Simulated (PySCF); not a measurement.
SMILES [CH3][Ge]([CH3])([CH3])[Si](Cl)(Cl)Cl (GFN2-xTB optimised geometry):

```
17

Si    -1.080    -1.795    -1.940
Cl    -0.313    -3.666    -2.081
Cl    -0.551    -0.790    -3.618
Cl    -3.099    -1.961    -1.937
Ge    -0.306    -0.694     0.000
C     -0.978     1.172     0.000
C      1.677    -0.694     0.000
C     -0.978    -1.651     1.602
H     -0.632     1.704     0.882
H     -0.629     1.709    -0.877
H     -2.064     1.192    -0.002
H      2.064    -1.709    -0.011
H      2.064    -0.175    -0.872
H      2.061    -0.196     0.887
H     -0.640    -1.161     2.511
H     -2.064    -1.670     1.614
H     -0.621    -2.677     1.619
```

Calculation: PBE0/def2-SVP (PySCF).

Q: What are the frontier orbital energies and the dipole moment?

A: HOMO-2 -8.63 eV, HOMO-1 -8.63 eV, HOMO -7.78 eV, LUMO 0.30 eV, LUMO+1 0.30 eV; dipole moment 2.46 D.

On the same geometry PBE/def2-SVP run with PySCF 2.14.0 gives HOMO-2 -7.31 eV, HOMO-1 -7.31 eV, HOMO -6.55 eV, LUMO -0.47 eV, LUMO+1 -0.47 eV; dipole moment 2.32 D.

Meta-Löwdin charges at PBE0/def2-SVP: Si1 0.69, Cl2 -0.26, Cl3 -0.26, Cl4 -0.26, Ge5 0.55, C6 -0.50, C7 -0.50, C8 -0.50, H9 0.11, H10 0.12, H11 0.12, H12 0.12, H13 0.12, H14 0.11, H15 0.11, H16 0.12, H17 0.12.
